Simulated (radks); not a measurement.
The numbers below are computed, except where a source is named.
Fractional charge and spin in the 5p shell of osmium: the spin-up occupation runs from 2 to 3 and the spin-down occupation from 2 to 3; the fullest corner is Os2+, [Kr] 4d10 4f14 5s2 5d(up 3, down 3) 5p(up 3, down 3). Level of theory: scalar-relativistic Kohn-Sham, r2SCAN, spin-polarised, spherical densities, finite nucleus; meta-GGA in the generalised Kohn-Sham scheme; Fermi nuclear charge, rms radius of each element as measured or else 0.836 A^(1/3) + 0.57 fm (a radial shooting solver on a logarithmic mesh with Libxc functionals). Energy (eV) above the fullest corner. The planes named below are the two flat planes that join the four corners, with an edge along up + down = one added electron.

down \ up,2,2.25,2.5,2.75,3
2,169.360,144.667,120.960,98.228,76.458
2.25,144.667,121.053,98.409,76.724,55.983
2.5,120.960,98.409,76.813,56.157,36.427
2.75,98.228,76.724,56.157,36.512,17.772
3,76.458,55.983,36.427,17.772,0.000

Corners above the fullest one (they belong to Os3+ and the next ion): (up 3, down 2) 76.458 eV, (up 2, down 3) 76.458 eV, (up 2, down 2) 169.36 eV. With half an added electron in each spin the energy lies 0.355 eV from the planes, and with half an added electron in spin up alone -1.949 eV. The planes are only a guide here: the flat-plane condition holds for ground states with one frontier orbital, while this shell lies below other occupied shells, so the corners above the fullest one are inner-hole states and not the ground states of those ions.
